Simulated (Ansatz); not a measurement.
Zr3, relaxed as a singlet with RKS B3LYP-D4/def2-TZVP in Ansatz, starting from the GFN1-xTB geometry. Force threshold 0.02 eV/Å.

In the def2 sets Zr takes a core potential; there is no spin–orbit coupling. The restricted singlet is unstable towards broken spin symmetry at other levels; at B3LYP-D4/def2-TZVP this wasn't settled. At B3LYP-D4/def2-TZVP a triplet of charge 0 lies 0.24 eV below the restricted singlet, each at its own geometry. The structure comes from a short search, and lower isomers may exist.

Start:

```csv
atom,x (Å),y (Å),z (Å)
Zr1,1.486,0.111,0.729
Zr2,-1.311,0.765,0.669
Zr3,-0.175,-0.876,-1.398
```

Task: Estimate the energy that the relaxation releases and the steps that it takes.

Result: 46.7 kJ/mol, in 5 steps; 24 s on 2 threads of Intel Xeon Platinum 8259CL on a shared host. No frequencies were taken in this run, so the end may be a saddle point.

Task: Does the start keep its bonding and symmetry?

Result: By distances, no bond broke or formed. The bond that changes most is Zr1–Zr2, from 2.87 to 2.66 Å (atoms count from 1). Point group D3h at the start, D3h at the end, both within 0.05 Å.

Task: Predict the relaxed structure.

Result: 
| atom | x (Å) | y (Å) | z (Å) |
| --- | --- | --- | --- |
| Zr1 | 1.3766 | 0.1030 | 0.6752 |
| Zr2 | -1.2147 | 0.7085 | 0.6197 |
| Zr3 | -0.1619 | -0.8115 | -1.2949 |
Bond lengths (bridged metal pairs left out): 3 × Zr–Zr 2.66 Å.
